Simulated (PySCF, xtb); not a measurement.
Ti(Cl)2(OH) (Cl2HOTi), SMILES [OH][Ti+]([Cl])[Cl], charge +1, multiplicity 1.

GFN2-xTB run with xtb at its own geometry gives an orbital gap of 2.19 eV.

Coordinates come from a B3LYP-D3(BJ)/def2-SVP optimisation. The spin state was assumed, not searched. The isomer is the one that the SMILES or the coordinates give; other isomers of the formula were not compared. Other conformers were not sampled.

Question: What does PySCF with HF/def2-TZVPD give? (Estimate from the structure and the level; the computed values follow.)

Answer: gap 11.70 eV (levels -17.83 and -6.13 eV).
